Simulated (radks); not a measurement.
Values are calculated unless marked as measured or tabulated.
All-electron atom: neutral beryllium in [He] 2s2 (the NIST ground configuration). Code: a radial shooting solver on a logarithmic mesh with Libxc functionals. Model: scalar-relativistic Kohn-Sham, BLYP, spin-polarised, spherical densities, finite nucleus; Fermi nuclear charge, rms radius 2.519 fm.

Normalised radial functions P(r) = r R(r), r in bohr:

```
   r/bohr * 1s, o 2s (the largest magnitude, 1.39, reaches the edge; | marks zero, & curves that meet)
  0.02105                             |o    *
  0.02612                             |o     *
  0.03216                             | o     *
   0.0396                             | o       *
  0.04875                             | o         *
  0.06003                             |  o          *
   0.0745                             |  o            *
  0.09172                             |   o             *
   0.1129                             |   o                *
    0.139                             |    o                 *
   0.1712                             |    o                   *
   0.2125                             |    o                    *
   0.2616                             |    o                     *
   0.3221                             |   o                      *
   0.3965                             |  o                     *
   0.4882                             | o                   *
   0.6059                             o                 *
    0.746                          o  |             *
   0.9185                        o    |        *
    1.131                     o       |     *
    1.392                   o         |  *
    1.714                 o           |*
    2.128                 o           *
     2.62                  o          *
    3.225                    o        *
    3.971                      o      *
    4.889                         o   *
    6.068                           o *
    7.471                            o*
    9.198                             &
```

1s: eigenvalue -106.58 eV, 0 radial nodes, <r> = 0.421 bohr, 90 % of the charge inside 0.760 bohr. 2s: eigenvalue -5.468 eV, 1 radial node at r = 0.593 bohr, <r> = 2.60 bohr, 90 % of the charge inside 4.17 bohr.
